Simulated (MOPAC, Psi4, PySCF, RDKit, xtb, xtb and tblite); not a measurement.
Two geometries of SMILES C#CC[SiH2]Br, singlet, relaxed at GFN2-xTB with one dihedral held; other torsions can differ between them too.

Structure A

```
10

C      2.4205     0.0591     0.4174
C      1.3496    -0.2685    -0.0039
C      0.0360    -0.6245    -0.4831
Si    -1.2937     0.5490     0.2227
Br    -2.7371     0.9671    -1.4195
H      3.3743     0.3235     0.7634
H      0.0411    -0.5827    -1.5767
H     -0.1791    -1.6583    -0.1998
H     -2.0724    -0.0748     1.2832
H     -0.7520     1.8479     0.5888
```

Structure B

```
10

C     -2.4289     0.0657     0.4199
C     -1.3605    -0.2658    -0.0051
C     -0.0493    -0.6261    -0.4896
Si     1.2963     0.5268     0.2255
Br     2.7306    -0.7331     1.3685
H     -3.3791     0.3282     0.7769
H     -0.0503    -0.5675    -1.5812
H      0.1497    -1.6674    -0.2203
H      0.7687     1.4806     1.1870
H      2.0912     1.1433    -0.8284
```

Q: Which is lower in energy at the level DF-MP2 (frozen core)/cc-pVTZ // GFN2-xTB (Psi4 1.11), and by how much?

A: A is lower, by 0.64 kcal/mol (dihedral C2–C3–Si4–Br5: 140° in A, 120° in B).

E(B) − E(A) in kcal/mol at the other levels, on the same two geometries: GFN2-xTB (xtb and tblite) 0.39; MMFF94 // GFN2-xTB (RDKit) 0.52; PBE/def2-TZVP // GFN2-xTB (Psi4) 0.63; PBE-D3(BJ)/def2-TZVP // GFN2-xTB (Psi4) 0.62; HF/cc-pVTZ // GFN2-xTB (Psi4) 0.70; UFF // GFN2-xTB (RDKit) 0.46; AM1, restricted, heats of formation // GFN2-xTB (MOPAC) 0.25; PM3, restricted, heats of formation // GFN2-xTB (MOPAC) 0.21; GFN1-xTB // GFN2-xTB (xtb) 0.30; restricted B3LYP/6-31G*, spherical d, density fitting // GFN2-xTB (PySCF) 0.71; restricted Hartree-Fock/LANL2DZ, with its core potentials past Ne // GFN2-xTB (PySCF) 0.64; restricted B3LYP/3-21G // GFN2-xTB (PySCF) 0.61.

MMFF94 has few fitted parameters for silicon.
